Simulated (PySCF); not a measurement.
Bond length, frequency and bond energy of KGa by level of theory

State: ³Π (triplet), unpaired electrons σ ↑, π ↑. Set-up: basis K pcseg-1, Ga pcseg-1; no relativity; PySCF 2.14. De refers to K + Ga in their high-spin ground configurations, without counterpoise correction. The functionals are run spin-unrestricted. A positive dipole means K(−)Ga(+).

```tsv
Level	Re (Å)	ωe (cm⁻¹)	De (eV)	μ (D)
UHF	3.478	101	0.201	-8.38
UHF-MP2	3.400	113	0.459	n/a
UHF-SCS-MP2	3.418	109	0.377	n/a
UHF-CCSD	3.413	112	0.456	n/a
UHF-CCSD(T)	3.408	113	0.481	n/a
PBE	3.334	112	0.66	-5.79
TPSS	3.322	116	0.71	-6.76
r²SCAN	3.316	119	0.75	-7.04
B3LYP	3.368	107	0.486	-5.64
PBE0	3.325	116	0.61	-6.73
B97-3	3.363	113	0.52	-6.34
ωB97X	3.259	131	0.51	-8.51
```

The bond length runs from 3.259 Å (ωB97X) to 3.478 Å (UHF). De spans 0.20 eV (UHF, mean field) to 0.75 eV (r²SCAN, meta-GGA). Correlation at CCSD(T) changes the Hartree–Fock bond energy by +0.28 eV; the triples alone change it by +0.02 eV.

Correlated steps freeze 14 core orbitals. Correlated levels converge slowly with the basis: in double zeta they bind strong bonds too weakly, by up to about 1 eV, and carry superposition errors of some tenths. Spin–orbit coupling is left out. The state was picked by a PBE0 search and need not be the measured ground state.
